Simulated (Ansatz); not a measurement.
Computed with Ansatz on PBE0-D4/def2-TZVP structures; ΔE is electronic, products minus reactants. CCSD(T)/CBS is the MP2 limit (def2-TZVPP, def2-QZVPP) plus CCSD(T) − MP2 in def2-TZVPP, frozen cores. This one scheme is used for every species, atoms too. DFT in def2-TZVPP. Open shells (•) are unrestricted, without spin–orbit coupling. Spin–orbit coupling would lower the free atoms: a little for C, O; clearly for Ga. Bonds to Ga are less sure, by a few kJ/mol each and by 10 to 20 or more in all where they break to atoms, as the def2 sets lack core-valence functions. Scalar relativity is left out up to krypton. One conformer a species, not always the lowest.

Reaction (atomization): `C[O][GaH][O]C` → 2 C• + Ga• + 7 H• + 2 O•

Q: What is ΔE at CCSD(T)/CBS? (An estimate is asked.)

A: Computed: +4311.4 kJ/mol.

Q: What do these levels give: LDA (SPW92), r2SCAN-D4, PBE0, CCSD/def2-SVP, CCSD/def2-TZVPP, CCSD/CBS(def2)? (Estimate.)

A: The calculation gave: LDA (SPW92) 4947.2, r2SCAN-D4 4309.6, PBE0 4260.5, CCSD/def2-SVP 4050.2, CCSD/def2-TZVPP 4150.4, CCSD/CBS(def2) 4247.7 kJ/mol.

Largest T1 diagnostic among the species: 0.014.

In def2-TZVPP, CCSD(T) changes the Hartree–Fock value by +1141.9 kJ/mol (the triples alone add +63.7 kJ/mol) and MP2 by +1216.6 kJ/mol; breaking electron pairs costs correlation energy, which Hartree–Fock lacks. From BLYP to BHLYP (50 % exact exchange), in def2-TZVPP and without D4, ΔE moves by −116.6 kJ/mol: exact exchange takes away binding that semilocal exchange gives to molecules.

For atomizations the MP2-based limit and the directly extrapolated one differ by several kJ/mol either way, and by 10 to 25 for some Ge, Se and Sn compounds, so smaller differences from it don't rank the levels.
